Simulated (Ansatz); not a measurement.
`FC[SiH2]S` → `[CH]F` + `[SiH3]S` at 700 K and 1 bar (formal loss of a carbene).

Calculated with Ansatz (gas phase, PBE0-D4/def2-TZVP geometries, no zero-point term in ΔE). CCSD(T)/CBS is the MP2 limit (def2-TZVPP, def2-QZVPP) plus CCSD(T) − MP2 in def2-TZVPP, frozen cores. This one scheme is used for every species. One conformer a species, not always the lowest.

| species | CCSD(T)/CBS energy (Eh) | H − E (kJ/mol) | S (J/(mol·K)) |
| --- | --- | --- | --- |
| `FC[SiH2]S` | -827.71878 | 217.5 | 436.3 |
| `[CH]F` | -138.29972 | 58.3 | 255.7 |
| `[SiH3]S` | -689.27336 | 135.5 | 340.5 |

H − E and S are ideal-gas, rigid-rotor, harmonic terms from PBE0-D4/def2-TZVP, for one conformer and one mirror image of each species. 1 Eh = 2625.50 kJ/mol, R = 8.31446 J/(mol·K).

By hand: ΔE, ΔH, ΔS and ΔG.

ΔE = (-138.29972) + (-689.27336) − (-827.71878) = 0.14570 Eh = 382.5 kJ/mol. Δ(H − E) = 58.3 + 135.5 − 217.5 = -23.7, so ΔH = 358.8 kJ/mol. ΔS = 255.7 + 340.5 − 436.3 = 159.9 J/(mol·K). ΔG = 358.8 − 700 × (159.9)/1000 = 246.9 kJ/mol.

By hand: the equilibrium constant, and the temperature at which ΔG would vanish if ΔH and ΔS stayed fixed.

log₁₀ K = −ΔG/(RT ln 10) = -18.4. ΔG = 0 at ΔH/ΔS = 2244 K.

The number of gas molecules changes by +1, which sets the sign of ΔS. A doubt of 5 kJ/mol in ΔE shifts log₁₀ K by 0.4 here. Other conformers and mirror images would add mixing entropy, several J/(mol·K) or more a flexible species. These are equilibria of isolated gas molecules and say nothing of rates. Largest T1 diagnostic: 0.018 (customary marks: 0.02 for closed shells, 0.045 for open ones).
